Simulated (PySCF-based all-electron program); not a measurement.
**Forces on SbAsH₄, singlet by several functionals**

All-electron Kohn–Sham DFT on the free molecule, computed near the basis limit with an in-house program on PySCF integrals; Koelling–Harmon scalar relativity, no spin–orbit coupling, spin-restricted. Forces are good to about 0.028 eV/Å. In part, the full relativistic part was added along one bond alone. Atoms are numbered as listed.

```csv
atom,x (Å),y (Å),z (Å)
As,0.0000,0.0000,0.0000
Sb,0.0000,0.0000,2.6789
H,1.5368,0.0243,-0.0133
H,-0.0439,1.5311,-0.0968
H,-0.0590,1.7169,2.8256
H,-1.7248,-0.0729,2.7148
```

PBE forces:

| atom | Fx | Fy | Fz (eV/Å) |
| --- | --- | --- | --- |
| As1 | 0.044 | 0.044 | -0.016 |
| Sb2 | -0.008 | -0.005 | 0.028 |
| H3 | -0.029 | -0.004 | -0.014 |
| H4 | -0.007 | -0.042 | -0.001 |
| H5 | 0.001 | 0.004 | 0.006 |
| H6 | 0.000 | 0.003 | -0.003 |

**Question.** What forces does r2SCAN give?

**Answer.** The forces move by 0.299 eV/Å (r.m.s. over the atoms) from PBE.

```json
{"atom": "As1", "Fx": "0.326", "Fy": "0.330", "Fz (eV/Å)": "0.167"}
{"atom": "Sb2", "Fx": "-0.232", "Fy": "0.186", "Fz (eV/Å)": "-0.144"}
{"atom": "H3", "Fx": "-0.299", "Fy": "-0.017", "Fz (eV/Å)": "-0.021"}
{"atom": "H4", "Fx": "-0.012", "Fy": "-0.312", "Fz (eV/Å)": "0.018"}
{"atom": "H5", "Fx": "0.016", "Fy": "-0.195", "Fz (eV/Å)": "-0.016"}
{"atom": "H6", "Fx": "0.201", "Fy": "0.007", "Fz (eV/Å)": "-0.004"}
```
